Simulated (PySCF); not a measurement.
CrO3, singlet, geometry from GFN2-xTB (such geometries of metal compounds can be far from the true shape), atoms displaced at random by about 0.05 Å a coordinate. Base run: PBE0/STO-3G (PySCF).

Here is a job for PySCF.
```python
from pyscf import gto, scf, dft
from pyscf.geomopt import geometric_solver

mol = gto.M(
    atom='''
Cr    0.063431    0.024089    0.008240
O    -1.085135   -1.161584   -0.129015
O    -0.094636    1.220719   -0.927644
O     1.099004   -0.119047    1.048820
''',
    basis='sto-3g',
    charge=0,
    spin=0,
    verbose=3,
)

def method(m):
    mf = dft.RKS(m)
    mf.xc = 'pbe0'
    return mf

conv, mol_eq = geometric_solver.kernel(method(mol), maxsteps=100)
print('optimisation converged:', conv)
print(mol_eq.tostring(format='xyz'))
mf = method(mol_eq)
mf.kernel()
```

The base run was repeated with changes; each row names its change, and settings that it needs were set with it.

```json
[
 {"change": "base", "ΔE vs base (µEh)": "0.0", "optimiser steps": "17", "core-seconds (rough)": "80"},
 {"change": "trust = 0.02", "ΔE vs base (µEh)": "-0.5", "optimiser steps": "18", "core-seconds (rough)": "80"},
 {"change": "convergence_set = TURBOMOLE", "ΔE vs base (µEh)": "0.2", "optimiser steps": "16", "core-seconds (rough)": "80"},
 {"change": "coordsys = cart", "ΔE vs base (µEh)": "70.9", "optimiser steps": "10", "core-seconds (rough)": "50"},
 {"change": "coordsys = hdlc", "ΔE vs base (µEh)": "-0.1", "optimiser steps": "14", "core-seconds (rough)": "60"},
 {"change": "convergence_set = GAU_TIGHT", "ΔE vs base (µEh)": "-0.1", "optimiser steps": "23", "core-seconds (rough)": "90"},
 {"change": "coordsys = dlc", "ΔE vs base (µEh)": "3.1", "optimiser steps": "15", "core-seconds (rough)": "60"}
]
```
